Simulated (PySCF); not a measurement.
Harmonic spectrum computed at PBE0 in the def2-TZVP basis family (core potentials from Rb on, PySCF, no spin–orbit coupling):

```
ω (cm⁻¹)  IR (km/mol, summed over degenerate members)  degeneracy
     109                                          113           2
     324                                          0.0           1
     623                                          155           1
```

Problem. Which molecule gave it? In each, all ligands are bound to the one heavy central atom.
A. ZnCl₂ (singlet)
B. GaCl₂ (doublet)
C. MgCl₂ (singlet)
D. AlCl₂ (doublet)

Solution. C. It has D∞h symmetry with Mg–Cl 2.170 Å (×2).
